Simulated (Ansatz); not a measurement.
Abridged output of a molecular run in Ansatz:

```
Functional definition: HF
1633 factors; integrals over basis functions are off by at most 9.1e-4 eV
mean field evaluation 1: about -62379.1914 eV, gradient 3.4e1 eV
mean field evaluation 2: about -62379.4094 eV, gradient 3.5e1 eV
mean field evaluation 4: about -62382.6080 eV, gradient 4.0e0 eV
mean field evaluation 8: about -62382.6581 eV, gradient 2.6e-1 eV
mean field -62382.65825753 eV, -2292.5204064797 hartree, gradient 3.0e-6 eV, S^2 0.000000; 0 other end points of the search recorded, 0 dependent functions left out
13 core orbitals not correlated: weight in the atoms' cores, before any rotation towards them, 1.000 or more for the frozen orbitals, at most 0.000 for the correlated occupied ones
reference -62382.65825753 eV, -2292.5204064797 hartree; 20, 20 occupied and 237, 237 virtual orbitals, 1633 factors
second order -27.55817955 eV of doubles, -0.00000000 eV of singles
cycle   1  -27.64830830 eV  change   -9.0e-2 eV  update   1.1e-1
cycle   2  -28.38037867 eV  change   -7.3e-1 eV  update   3.2e-2
cycle   3  -28.50363733 eV  change   -1.2e-1 eV  update   1.5e-2
cycle   4  -28.49180261 eV  change    1.2e-2 eV  update   3.4e-3
cycle   5  -28.49072947 eV  change    1.1e-3 eV  update   1.4e-3
cycle   6  -28.49127665 eV  change   -5.5e-4 eV  update   3.9e-4
cycle   7  -28.49107869 eV  change    2.0e-4 eV  update   1.4e-4
cycle   8  -28.49100017 eV  change    7.9e-5 eV  update   4.6e-5
cycle   9  -28.49100410 eV  change   -3.9e-6 eV  update   1.7e-5
perturbative correction -1.07636764 eV, -0.0395557814 hartree
Total energy: -62412.22562927 eV, -2293.6069873497 hartree
```

Its atoms:

Cartesian coordinates in Å:
```
F -1.115 -2.259 -0.469
C -0.916 -0.910 -0.426
C -1.071 -0.238 0.882
C 0.305 -0.418 0.266
Ge 1.310 1.088 -0.427
H -1.269 -0.435 -1.335
H -1.313 -0.874 1.725
H -1.518 0.750 0.911
H 0.895 -1.208 0.720
H 2.029 1.826 0.715
H 0.316 2.053 -1.099
H 2.347 0.624 -1.463
```

**Question.** Which basis set was used?
A. cc-pV(Q+d)Z
B. def2-SVPD
C. def2-TZVPP
D. def2-TZVPPD

**Answer.** C. It gives 270 functions.

**Question.** Write the keys of the input that set method, charge and spin (a neutral closed shell needs none for the last two).

**Answer.** 
```yaml
correlation: {method: ccsd_t}
```
